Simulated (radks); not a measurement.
Results of a calculation; reference values are marked as such.
All-electron atom: the zinc ion Zn+ in [Ar] 3d10 4s1. Code: a radial shooting solver on a logarithmic mesh with Libxc functionals. Model: Dirac Kohn-Sham, PBE, spin-unpolarised, spherical densities, finite nucleus; Fermi nuclear charge, rms radius 3.9283 fm.

Unscreened Slater integrals over Kohn-Sham orbitals (cm^-1). Large and small components are both included.

| integral | value |
|---|---|
| F0(4s1/2,4s1/2) | 82587 |
| F0(4s1/2,3d5/2) | 105000 |
| G2(4s1/2,3d5/2) | 12201 |
| F0(4s1/2,3d3/2) | 105100 |
| G2(4s1/2,3d3/2) | 11996 |
| F0(4s1/2,3p3/2) | 107260 |
| G1(4s1/2,3p3/2) | 5779.1 |
| F0(3d5/2,3d5/2) | 229610 |
| F2(3d5/2,3d5/2) | 103750 |
| F4(3d5/2,3d5/2) | 64093 |
| F0(3d5/2,3d3/2) | 230520 |
| F2(3d5/2,3d3/2) | 104190 |
| G2(3d5/2,3d3/2) | 104070 |
| G4(3d5/2,3d3/2) | 64303 |
| F0(3d5/2,3p3/2) | 250380 |
| F2(3d5/2,3p3/2) | 116350 |
| G1(3d5/2,3p3/2) | 143570 |
| G3(3d5/2,3p3/2) | 86725 |
| F0(3d3/2,3d3/2) | 231450 |
| F2(3d3/2,3d3/2) | 104640 |
| F0(3d3/2,3p3/2) | 251460 |
| F2(3d3/2,3p3/2) | 116910 |
| G1(3d3/2,3p3/2) | 144160 |
| G3(3d3/2,3p3/2) | 87108 |
| F0(3p3/2,3p3/2) | 276880 |
| F2(3p3/2,3p3/2) | 137910 |
